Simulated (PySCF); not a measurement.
SMILES [GeH3][SiH2]CBr, GFN2-xTB optimised geometry.

```
11

Ge     1.69     1.18     1.74
Si     1.04    -0.23     0.00
C     -0.88    -0.23     0.00
Br    -1.46     1.63     0.00
H      0.71     1.26     2.87
H      2.97     0.78     2.40
H      1.91     2.61     1.34
H      1.44     0.27    -1.31
H      1.46    -1.63     0.14
H     -1.31    -0.70    -0.88
H     -1.31    -0.69     0.89
```

Density from PySCF with B3LYP/def2-TZVP at that geometry.

Minimum of the electron density along straight lines between bonded atoms, close to the bond critical point (lines longer than 1.1 times the sum of covalent radii, or with two minima, are not listed):

```tsv
bond	length / Å	ρ at the minimum / e bohr⁻³	∇²ρ there / e bohr⁻⁵	position (fraction from the first atom)
Ge1–Si2	2.337	0.096	-0.16	0.54
Si2–C3	1.912	0.114	0.17	0.39
C3–Br4	1.953	0.146	-0.13	0.44
Ge1–H5	1.498	0.140	0.09	0.60
Ge1–H6	1.499	0.140	0.10	0.60
Ge1–H7	1.495	0.142	0.10	0.60
Si2–H8	1.465	0.125	0.18	0.49
Si2–H9	1.466	0.124	0.18	0.49
C3–H10	1.086	0.284	-0.99	0.65
C3–H11	1.087	0.284	-0.99	0.65
```
